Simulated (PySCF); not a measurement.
## Computed properties of C2H13NSi3, SMILES [Si@@H](C)(C[SiH3])[SiH2]N

C₂H₁₃NSi₃, SMILES C[Si@H](C[SiH3])[SiH2]N. The structure is a stationary point at B3LYP-D3(BJ)/def2-SVP. The structure was generated by enumeration; whether it is a known compound was not checked. The values are those of a single conformer. All values are computed for the isolated molecule unless a solvent is named; none is compared with measurement here.

**Structure.** All 51 harmonic modes at B3LYP-D3(BJ)/def2-SVP (PySCF) are real, so it is a minimum. With heavy atoms numbered as in [CH3:1][Si@H:2]([CH2:3][SiH3:4])[SiH2:5][NH2:6], the shortest bond between them is Si5–N6 at 1.747 Å and the longest Si2–Si5 at 2.352 Å.

**Vibrations.** The strongest infrared lines (harmonic, unscaled, degenerate partners summed) lie at 827 cm⁻¹ (282 km/mol, H 42 %, N 23 %, Si 23 %, C 11 %), 2120 cm⁻¹ (156 km/mol, H 97 %), 2211 cm⁻¹ (148 km/mol, H 97 %). The softest mode is at 39 cm⁻¹ and the zero-point energy is 88.3 kcal/mol.

**Electronic structure.** M06-2X/def2-TZVP (PySCF) places the frontier levels at -8.32 and 0.53 eV, a gap of 8.85 eV, and gives a dipole moment of 1.91 D. PBE/def2-TZVP (PySCF) at the same geometry gives -5.81 and -0.99 eV, so its gap is 4.03 eV narrower. An orbital gap is neither the optical nor the fundamental gap.

**Excitations.** TDA-CAM-B3LYP/def2-SVPD (PySCF) has S1 at 5.92 eV (210 nm, f = 0.010, weak); the most intense of the 6 singlets computed lies at 7.36 eV (f = 0.05). T1 (TDA) is at 5.49 eV, 0.43 eV under S1. TDA-PBE/def2-SVPD (PySCF) puts S1 at 4.97 eV. No vertical singlet excitation falls in the visible range (under 3.1 eV).

**NMR.** GIAO shifts at HF/pcSseg-1 (PySCF) (non-relativistic, atoms alike by connectivity averaged): ¹³C from -10.6 to -2.4 ppm against TMS; ¹H from -0.2 to 4.6 ppm against TMS; ²⁹Si from -61.0 to -35.9 ppm against TMS.

**Solvation.** SMD-PBE0/def2-SVP (PySCF) gives 1.3 kcal/mol in water, -4.1 kcal/mol in 2-propanol, -3.9 kcal/mol in dichloromethane (1 M in both phases, gas-phase geometry).
